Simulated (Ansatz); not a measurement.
Coupled-cluster run, F₂H₃SSi₂, SMILES `F[SiH]S[SiH2]F` radical.

```yaml
crystal:
  periodic: [false, false, false]
  atoms:
    - {symbol: F, position_ang: [0.323377, 0.194000, -2.511754]}
    - {symbol: Si, position_ang: [-0.195114, 1.131284, -1.321166]}
    - {symbol: S, position_ang: [-1.333363, 0.018163, 0.090901]}
    - {symbol: Si, position_ang: [0.314067, -0.775564, 1.177791]}
    - {symbol: F, position_ang: [0.769123, 0.237809, 2.322063]}
    - {symbol: H, position_ang: [-1.106567, 2.141251, -1.926290]}
    - {symbol: H, position_ang: [-0.152315, -2.017106, 1.828793]}
    - {symbol: H, position_ang: [1.472993, -0.986936, 0.283761]}
basis:
  gaussian: {orbitals: def2-TZVPP}
magnetization: {spin_polarized: true, initial_magnetization: 1}
correlation: {method: ccsd_t}
scf: {omitted_lower_state_checks: [cluster_reference]}
output: {orbitals: {seedname: orbitals}}
```

```sh
$ ansatz run in.yaml --threads 4 --pin off --events-out ev --progress --plain --max-ram 10444MiB
```

Log, shortened:

```
Functional definition: HF
1377 factors; integrals over basis functions are off by at most 5.6e-4 eV
mean field evaluation 1: about -32005.3050 eV, gradient 2.7e1 eV
mean field evaluation 2: about -32005.3148 eV, gradient 2.7e1 eV
mean field evaluation 4: about -32008.6065 eV, gradient 2.6e0 eV
mean field evaluation 8: about -32008.7127 eV, gradient 1.7e-1 eV
mean field -32008.71331934 eV, -1176.2985182006 hartree, gradient 5.3e-6 eV, S^2 0.755722; 0 other end points of the search recorded, 0 dependent functions left out
17 core orbitals not correlated: weight in the atoms' cores, before any rotation towards them, 1.000 or more for the frozen orbitals, at most 0.000 for the correlated occupied ones
reference -32008.71331934 eV, -1176.2985182006 hartree; 16, 15 occupied and 197, 198 virtual orbitals, 1377 factors
second order -24.21326857 eV of doubles, -0.00000000 eV of singles
cycle   1  -24.55094142 eV  change   -3.4e-1 eV  update   1.1e-1
cycle   2  -25.11639007 eV  change   -5.7e-1 eV  update   3.4e-2
cycle   3  -25.26558615 eV  change   -1.5e-1 eV  update   1.9e-2
cycle   4  -25.25404956 eV  change    1.2e-2 eV  update   5.4e-3
cycle   5  -25.24998601 eV  change    4.1e-3 eV  update   2.7e-3
cycle   6  -25.25150481 eV  change   -1.5e-3 eV  update   1.1e-3
cycle   7  -25.25136899 eV  change    1.4e-4 eV  update   4.6e-4
cycle   8  -25.25137747 eV  change   -8.5e-6 eV  update   1.8e-4
cycle   9  -25.25149315 eV  change   -1.2e-4 eV  update   8.1e-5
cycle  10  -25.25146792 eV  change    2.5e-5 eV  update   3.6e-5
perturbative correction -0.89698354 eV, -0.0329635372 hartree
Total energy: -32034.86177080 eV, -1177.2594560677 hartree
Checks for a lower state left out: cluster_reference
```

Hardware: 4 threads of an Intel Xeon 6975P-C on a shared host. Wall time 3.3 min, peak host memory 4.4 GiB.

The correlation energy is -26.148 eV, 3.4 % of it from (T); the T1 diagnostic reads 0.0141.
